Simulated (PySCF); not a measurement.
# A small calculation by hand: chemical shift, span and skew from a shielding tensor

Zn(H)(SMe) (CH4SZn), SMILES C[S][ZnH]. Atoms are numbered in the order given.

```xyz
7

Zn    -0.0964    -1.0478     0.0000
H     -0.6656    -2.4783     0.0000
S      0.7323     0.9708     0.0000
C     -0.8048     1.9637     0.0000
H     -1.4151     1.7894     0.8975
H     -0.4993     3.0194     0.0000
H     -1.4151     1.7894    -0.8975
```
Charge 0, spin multiplicity 1.

Geometry: PBE0-D3(BJ)/def2-SVP.

GIAO shieldings from PBE0/pcSseg-1 (PySCF), non-relativistic, no solvent. The symmetric part of the tensor of C4 has the principal values 165.1, 170.0, 190.6 ppm. The same nucleus in TMS has σ = 186.3 ppm at this level (PySCF, at its B3LYP-D3(BJ)/def2-TZVP geometry).

Work out the isotropic shielding, the ¹³C shift against TMS, the span and the skew.


σ(iso) = (σ11 + σ22 + σ33)/3 = 175.2 ppm. δ = σ(ref) − σ(iso) = 186.3 − (175.2) = 11.1 ppm.
Span Ω = σ33 − σ11 = 25.5 ppm. Skew κ = 3(σ(iso) − σ22)/Ω = 0.62. Tumbling in solution averages the tensor to δ; in a static solid the shielding alone would spread this spin-1/2 line over Ω.
